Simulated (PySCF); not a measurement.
**Two-component Hartree-Fock for Cd (cadmium, neutral)**

Start: [Kr] 4d10 5s2. Calculated with PySCF 2.14 in x2c-QZVPPall-2c (13s12p9d4f2g, 140 functions): generalised Hartree-Fock with the X2C-1e Hamiltonian and a Gaussian nucleus; one run each with spin-orbit coupling (SO) switched off, then screened by Boettger's factors.

| spinor shell | electrons | ε, spin-free (eV) | ε, screened SO (eV) | weight of nominal j (screened SO) | rms radius, screened SO (bohr) |
| --- | --- | --- | --- | --- | --- |
| 1s1/2 | 2 | -26847.4 | -26845.6 | 1.000 | 0.0348 |
| 2s1/2 | 2 | -4074.5 | -4074.0 | 1.000 | 0.142 |
| 2p1/2 | 2 | -3648.9 | -3782.3 | 1.000 | 0.124 |
| 2p3/2 | 4 | -3648.9 | -3587.7 | 1.000 | 0.128 |
| 3s1/2 | 2 | -797.63 | -797.48 | 1.000 | 0.381 |
| 3p1/2 | 2 | -654.46 | -679.09 | 1.000 | 0.375 |
| 3p3/2 | 4 | -654.46 | -643.11 | 1.000 | 0.386 |
| 3d3/2 | 4 | -431.18 | -435.44 | 1.000 | 0.362 |
| 3d5/2 | 6 | -431.18 | -428.22 | 1.000 | 0.365 |
| 4s1/2 | 2 | -129.12 | -129.10 | 1.000 | 0.942 |
| 4p1/2 | 2 | -84.785 | -89.025 | 1.000 | 1.01 |
| 4p3/2 | 4 | -84.785 | -82.842 | 1.000 | 1.05 |
| 4d3/2 | 4 | -19.621 | -20.114 | 1.000 | 1.38 |
| 4d5/2 | 6 | -19.621 | -19.291 | 1.000 | 1.40 |
| 5s1/2 | 2 | -7.653 | -7.655 | 1.000 | 3.33 |

```
   quantity    spin-free  screened SO
E (hartree)  -5590.84319  -5591.97406
        M_J            0            0
       ⟨J²⟩        0.000        0.000
       ⟨L²⟩        0.000        0.016
       ⟨S²⟩        0.000        0.016
```

Breit and QED terms are absent; they matter most for the inner s and p1/2 levels.

Densities and radii are taken from the X2C orbitals without a picture-change correction, which distorts them close to the nucleus.

Without spin-orbit coupling the j labels of p, d and f shells carry no meaning; the spin-free column gives the mean over the occupied spinors of each nl shell.
